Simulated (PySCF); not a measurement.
# Dipole response of Os (osmium, neutral)

[Xe] 4f14 5d5 6s2 6p1, high-spin 7P determinant (an excited configuration). All numbers are calculated (PySCF 2.14, the spin-free X2C one-electron Hamiltonian (Gaussian nucleus), in x2c-TZVPPall with one added diffuse shell each of s, p, d, f type (12s8p8d4f1g, 113 functions)). Coupled (time-dependent) response in atomic units; α is the mean over directions.

| method | mean α (bohr³) | α xx, yy, zz | C₆ (like pair) | S(−4) |
| --- | --- | --- | --- | --- |
| M06 | 89.27 | 68.84, 130.1, 68.84 | 969.5 | 7240 |

S(−4) is the Cauchy moment in α(ω) = α(0) + S(−4) ω² + …

Spin-orbit coupling is absent.

α(iu) at M06:

| u (hartree) | α(iu) (bohr³) |
| --- | --- |
| 0 | 89.27 |
| 0.0500 | 75.93 |
| 0.100 | 57.54 |
| 0.200 | 35.70 |
| 0.300 | 24.60 |
| 0.500 | 14.23 |
| 0.750 | 8.903 |
| 1.00 | 6.302 |
| 1.50 | 3.778 |
| 2.00 | 2.559 |
| 3.00 | 1.411 |
| 5.00 | 0.6164 |

The components differ because the open shell of this determinant is not spherical; for a pure term their mean is the scalar polarisability.

⟨L²⟩ = 3.06 against 2 for a pure P term, so this real determinant mixes terms. Spin-orbit coupling, absent here, splits the open shell strongly.
